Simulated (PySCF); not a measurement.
PySCF 2.14 output of an unrestricted B97-3 calculation on a single atom or ion in dyall-av2z, with no relativity, point nucleus:

```
SCF conv_tol = 1e-09
number electrons alpha = 17  beta = 14
    T. W. Keal and D. J. Tozer.,  J. Chem. Phys. 123, 121103 (2005)
cycle= 1 E= -1924.33769052794  delta_E= -0.0149  |g|= 0.0906  |ddm|= 0.287
cycle= 2 E= -1924.33693749851  delta_E= 0.000753  |g|= 0.142  |ddm|= 0.13
cycle= 3 E= -1924.33883712933  delta_E= -0.0019  |g|= 0.00776  |ddm|= 0.0349
cycle= 4 E= -1924.33885514643  delta_E= -1.8e-05  |g|= 0.00215  |ddm|= 0.0121
cycle= 5 E= -1924.33885800115  delta_E= -2.85e-06  |g|= 0.00129  |ddm|= 0.00827
cycle= 6 E= -1924.33885861263  delta_E= -6.11e-07  |g|= 0.000266  |ddm|= 0.00241
cycle= 7 E= -1924.33885878391  delta_E= -1.71e-07  |g|= 0.000156  |ddm|= 0.00215
cycle= 8 E= -1924.33885882989  delta_E= -4.6e-08  |g|= 5.52e-05  |ddm|= 0.00102
cycle= 9 E= -1924.33885884647  delta_E= -1.66e-08  |g|= 3.23e-05  |ddm|= 0.000767
cycle= 10 E= -1924.33885885072  delta_E= -4.25e-09  |g|= 5.67e-06  |ddm|= 0.000561
cycle= 11 E= -1924.33885885077  delta_E= -4.93e-11  |g|= 3.04e-06  |ddm|= 5.8e-05
converged SCF energy = -1924.33885885077  <S^2> = 3.7504738  2S+1 = 4.0002369
```

The run itself started from symmetry-adapted Hartree-Fock orbitals and held the occupation by maximum overlap, on a logarithmic radial grid, so the iterations belong to that start.

Q: Which element, charge and spin multiplicity is this?

A: Ga (gallium, neutral), multiplicity 4; the state was [Ar] 3d10 4s1 4p1 5s1, high-spin 4P determinant (an excited configuration).

The outer electron is Rydberg-like, and this basis confines it to a smaller radius and binds it less than a complete one would.
